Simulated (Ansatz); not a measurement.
One change: `CSB(F)Cl` becomes `C[Se]B(F)Cl`.

Ansatz, PBE0-D4/def2-TZVP geometries, multiplicity 1. Each molecule was computed in one conformer, which needn't be the lowest.

Scalar relativity is left out up to krypton.

```json
{"property": "HOMO–LUMO gap (PBE/def2-TZVPP) / eV", "`CSB(F)Cl`": "5.08"}
{"property": "HOMO energy (B3LYP/def2-TZVPP) / eV", "`CSB(F)Cl`": "-7.49"}
{"property": "ideal-gas entropy at 298 K and 1 bar (rigid rotor, harmonic PBE0-D4/def2-TZVP) / J/(mol·K)", "`CSB(F)Cl`": "342"}
{"property": "HOMO energy (PBE/def2-TZVPP) / eV", "`CSB(F)Cl`": "-6.51"}
{"property": "LUMO energy (PBE0/def2-TZVPP) / eV", "`CSB(F)Cl`": "-0.49"}
{"property": "LUMO energy (PBE/def2-TZVPP) / eV", "`CSB(F)Cl`": "-1.43"}
```

(1) Give the same properties after the change, and the shifts. (Estimate.)

## Answers

(1) The calculation gave: 
```tsv
property	`C[Se]B(F)Cl`	shift
HOMO–LUMO gap (PBE/def2-TZVPP) / eV	4.66	-0.42
HOMO energy (B3LYP/def2-TZVPP) / eV	-7.09	0.40
ideal-gas entropy at 298 K and 1 bar (rigid rotor, harmonic PBE0-D4/def2-TZVP) / J/(mol·K)	352	10
HOMO energy (PBE/def2-TZVPP) / eV	-6.19	0.32
LUMO energy (PBE0/def2-TZVPP) / eV	-0.62	-0.13
LUMO energy (PBE/def2-TZVPP) / eV	-1.53	-0.10
```

With PBE0 the HOMO rises by 0.41 eV and the LUMO falls by 0.13 eV, so the gap narrows by about 0.54 eV. PBE moves the HOMO by 0.32 eV and ωB97M-V by 0.44 eV.

B3LYP here is the variant with VWN-RPA as its local correlation; programs differ in this.

Spin–orbit coupling is left out; it splits and shifts lone-pair levels of the heavy atoms by tenths of an eV.
